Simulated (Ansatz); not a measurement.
The cluster Tl₃H₄, relaxed as a doublet with UKS PBE-D4/def2-SVP in Ansatz, starting from the GFN2-xTB geometry. Force threshold 0.02 eV/Å.

In the def2 sets Tl takes a core potential; there is no spin–orbit coupling. The relaxation made no stability test and no search for a lower SCF solution. Another isomer (doublet) lies 0.06 eV lower at PBE0-D4/def2-TZVP; other spin states weren't run for this one.

Start:

| atom | x (Å) | y (Å) | z (Å) |
| --- | --- | --- | --- |
| Tl1 | 0.7106 | -1.7413 | 0.9550 |
| Tl2 | -0.7103 | 0.2451 | -2.6887 |
| Tl3 | 0.3181 | 2.6675 | 0.9359 |
| H4 | 0.8790 | 0.4584 | 1.5984 |
| H5 | -0.3206 | 2.0861 | -1.2593 |
| H6 | -1.1926 | -2.3513 | 1.7343 |
| H7 | 0.3158 | -1.3646 | -1.2757 |

```csv
step,energy (eV),largest force component (eV/Å),SCF passes
1,-14148.9174,1.143,19
2,-14149.3644,0.653,24
3,-14149.6534,0.467,23
4,-14149.6792,0.163,18
5,-14149.6835,0.118,19
6,-14149.6871,0.023,19
7,-14149.6878,0.034,18
8,-14149.6884,0.025,18
9,-14149.6892,0.033,18
10,-14149.6896,0.041,18
11,-14149.6899,0.041,14
12,-14149.6901,0.035,18
13 (rejected),-14149.6900,0.032,18
14 (rejected),-14149.6901,0.024,18
15 (rejected),-14149.6900,0.036,20
16,-14149.6903,0.003,20
17,-14149.6904,0.003,15
```

Force components are those of the run's own axes.

End:

```tsv
atom	x (Å)	y (Å)	z (Å)
Tl1	0.5218	-1.4279	0.7856
Tl2	-0.5902	0.1784	-2.4739
Tl3	0.2307	2.3556	0.9379
H4	1.0032	0.3608	1.3695
H5	-0.4310	1.6487	-0.9517
H6	-1.1136	-1.8608	1.4759
H7	0.3790	-1.2548	-1.1433
```

Bonds formed: Tl1–H4, Tl1–H7 (atoms count from 1).

The force fell under the threshold at step 16, but the optimiser went on. No frequencies were taken in this run, so the end may be a saddle point.

Run time 18 s (4 threads of Arm Neoverse V2 on a shared host).
